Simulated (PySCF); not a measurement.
C4H14GeO2Si, SMILES C[Si](O)(O)[Ge]([CH3])([CH3])[CH3].

The structure is a stationary point at PBE-D3(BJ)/def2-SVP. This is a generated structure with no PubChem entry under its InChIKey; it may be hypothetical. The values are those of a single conformer.

Method: PySCF with HF/def2-SVP.

The total energy comes out as -2673.18583 hartree. The highest occupied level comes out as -9.81 eV and the lowest empty level is 3.89 eV. The orbital gap comes out as 13.70 eV, the dipole moment is 0.31 D and the quadrupole, principal values (traceless, Buckingham form, about the centre of nuclear charge) is -10.23, 3.16, 7.08 D·Å. The mean static polarisability comes out as 94.2 bohr³ (13.97 Å³). The polarisability, principal values is 89.5, 92.0, 101.3 bohr³.
